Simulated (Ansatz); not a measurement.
Isolated molecules relaxed with PBE0-D4/def2-TZVP in Ansatz; ΔE leaves out vibrations. CCSD(T)/CBS adds triple-zeta CCSD(T) − MP2 to the extrapolated MP2 energy (def2 sets, frozen cores). Functionals use def2-TZVPP. Each species was taken in one conformer, which may not be the lowest.

Consider the redistribution: `C=NB(C)[SiH3]` + `F[CH2][AlH2]` → `[AlH2][CH2][SiH3]` + `C=NB(C)F`.

(1) Is it downhill or uphill in electronic energy at CCSD(T)/CBS, and by how much? (Best estimate.)

(2) What do these levels give: PBE-D4, PBE0-D4, PBE, MP2/def2-TZVPP, CCSD(T)/def2-TZVPP, MP2/CBS(def2)? (Estimate.)

Largest T1 diagnostic among the species: 0.015.

## Answers

(1) Computed: Downhill: ΔE = -62.3 kcal/mol.

(2) Ansatz gave: PBE-D4 -55.2, PBE0-D4 -59.0, PBE -55.2, MP2/def2-TZVPP -65.6, CCSD(T)/def2-TZVPP -62.5, MP2/CBS(def2) -65.4 kcal/mol.

From PBE to PBE0 (25 % exact exchange), in def2-TZVPP and without D4, ΔE moves by −3.9 kcal/mol. In def2-TZVPP, CCSD(T) changes the Hartree–Fock value by +4.1 kcal/mol (the triples alone add +0.8 kcal/mol) and MP2 by +0.9 kcal/mol.
